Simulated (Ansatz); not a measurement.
Several settings on one geometry of S-phenylphenoxathiinium tetracyanoborate, `N#C[B-](C#N)(C#N)C#N.c1ccc([S+]2c3ccccc3Oc3ccccc32)cc1` (that of the charge 0 singlet, PBE-D4/def2-SVP). Ansatz on 2 threads of AMD EPYC 7R13 on a shared host and a share (18 GiB) of an NVIDIA H100 80GB HBM3; times are rough.

```xyz
42

N    -3.184    2.725    5.126
C    -2.625    2.144    4.275
B    -1.871    1.360    3.124
C    -1.096    2.332    2.112
N    -0.483    2.922    1.302
C    -2.865    0.486    2.219
N    -3.469   -0.185    1.468
C    -0.766    0.343    3.680
N     0.093   -0.408    3.953
C    -0.366   -4.412   -0.986
C     0.803   -3.682   -1.266
C     0.905   -2.338   -0.881
C    -0.182   -1.754   -0.215
S    -0.178   -0.023    0.328
C    -0.694    0.852   -1.140
C    -2.075    1.000   -1.351
C    -2.523    1.625   -2.518
C    -1.593    2.101   -3.460
C    -0.220    1.967   -3.237
C     0.243    1.343   -2.066
O     1.601    1.275   -1.918
C     2.198    0.969   -0.729
C     3.574    1.244   -0.641
C     4.267    0.972    0.543
C     3.600    0.431    1.657
C     2.233    0.151    1.585
C     1.543    0.409    0.386
C    -1.356   -2.464    0.087
C    -1.439   -3.806   -0.315
H    -0.436   -5.467   -1.291
H     1.645   -4.163   -1.786
H     1.821   -1.763   -1.083
H    -2.786    0.621   -0.599
H    -3.603    1.743   -2.690
H    -1.943    2.596   -4.379
H     0.526    2.351   -3.948
H     4.069    1.686   -1.517
H     5.342    1.198    0.600
H     4.144    0.231    2.591
H     1.690   -0.261    2.453
H    -2.192   -1.974    0.616
H    -2.351   -4.380   -0.090
```

Totals from different functionals, basis sets or treatments of relativity can't be compared as stabilities.

DK, ANO-RCC and x2c sets are all-electron and run with scalar relativity unless a key says otherwise.

The spins typed aren't always the lowest for that charge.

**Question.** Give the basis size and estimate the energy, ⟨S²⟩, dipole and time of these runs.

```json
{"run": "1", "method": "RKS ωB97X/def2-mTZVP", "charge": "0", "state": "singlet", "further keys": "fitting: {mean_field: def2-universal-jkfit}; forces asked"}
{"run": "2", "method": "UKS PBEsol/cc-pVTZ-DK", "charge": "1", "state": "doublet", "further keys": "fitting: {mean_field: def2-universal-jkfit}; scf: {omitted_lower_state_checks: [starts]}; forces asked"}
{"run": "3", "method": "RKS B97M-V/cc-pVTZ", "charge": "0", "state": "singlet", "further keys": "fitting: {mean_field: def2-universal-jkfit}; scf: {lower_state_search: full}; forces asked"}
```

**Answer.** 
```tsv
run	functions	energy (Eh)	⟨S²⟩	dipole (D)	wall time
1	598	-1563.4117	–	15.34	29 s
2	1056	-1558.0942	0.75	–	54 s
3	1056	-1563.7204	–	15.14	28 s
```
